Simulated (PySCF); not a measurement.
```xyz
6

O     -1.4697    -0.3197    -0.0125
Al    -0.0427     0.5796    -0.0107
O      1.5007    -0.1002     0.0196
H     -1.5789    -1.2683     0.0030
H     -0.1571     2.1312    -0.0386
H      1.7476    -1.0226     0.0391
```

Charge 0, multiplicity 1.

### Question
Give the Mulliken and meta-Löwdin atomic charges from CAM-B3LYP-D3(BJ)/def2-TZVP (PySCF).

### Answer

| atom | Mulliken (e) | meta-Löwdin (e) |
|---|---|---|
| O1 | -0.55 | -0.79 |
| Al2 | 0.59 | 1.03 |
| O3 | -0.55 | -0.79 |
| H4 | 0.31 | 0.35 |
| H5 | -0.10 | -0.15 |
| H6 | 0.31 | 0.35 |
